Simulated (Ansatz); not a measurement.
Reaction (formal hydrolysis of a Mg–N bond): `[SiH3][N]([SiH3])[Mg][N]([SiH3])[SiH3]` + H₂O → `[OH][Mg][N]([SiH3])[SiH3]` + `[SiH3]N[SiH3]`

Gas-phase electronic energies from Ansatz, PBE0-D4/def2-TZVP geometries. CCSD(T)/CBS adds triple-zeta CCSD(T) − MP2 to the extrapolated MP2 energy (def2 sets, frozen cores). This one scheme is used for every species. DFT in def2-TZVPP. For Mg outer-core shells are correlated without core-valence functions, which leaves a few kJ/mol of doubt a bond. One conformer a species, not always the lowest.

**Question.** Is it downhill or uphill in electronic energy at CCSD(T)/CBS, and by how much? (An estimate is asked.)

**Answer.** The calculation gave: Downhill: ΔE = -11.3 kJ/mol.

**Question.** What do these levels give: revPBE-D4, ωB97X-V, r2SCAN0, RPA@PBE/def2-TZVPP, SCS-MP2/def2-TZVPP, CCSD/CBS(def2)? (An estimate is asked.)

**Answer.** The calculation gave: revPBE-D4 -14.4, ωB97X-V -27.7, r2SCAN0 -23.7, RPA@PBE/def2-TZVPP -14.0, SCS-MP2/def2-TZVPP -24.2, CCSD/CBS(def2) -16.3 kJ/mol.

Largest T1 diagnostic among the species: 0.011.

The D4 term adds +12.9 kJ/mol with B3LYP and +8.1 kJ/mol with PBE0; it sums over pairs of atoms, weighted by their polarisabilities, and B3LYP, whose exchange is more repulsive, gets the larger term. At CCSD(T), def2-SVP lies −23.0 kJ/mol from the extrapolated value and def2-TZVPP −6.2 kJ/mol.

B3LYP here is the variant with VWN-RPA as its local correlation; programs differ in this.
